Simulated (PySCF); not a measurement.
Vertical excitations of a molecule CH8GeOSi from TDA-PBE/def2-SVPD (PySCF), as energy in eV (oscillator strength): 5.52 (0.008), 6.00 (0.040), 6.34 (0.009), 6.35 (0.013), 6.47 (0.129), 6.77 (0.020), 6.82 (0.002), 7.00 (0.022), 7.03 (0.009), 7.10 (0.006). Lowest triplet (TDA): 5.10 eV. Geometry optimised at PBE0-D3(BJ)/def2-SVP. One conformer was computed; it need not be the lowest.

Problem. Pick the molecule that these values belong to.
A. [CH3][GeH2][SiH2]O
B. C[SiH2][O][GeH3]
C. CO[SiH2][GeH3]
D. C[O][GeH2][SiH3]

Solution. C, CO[SiH2][GeH3]
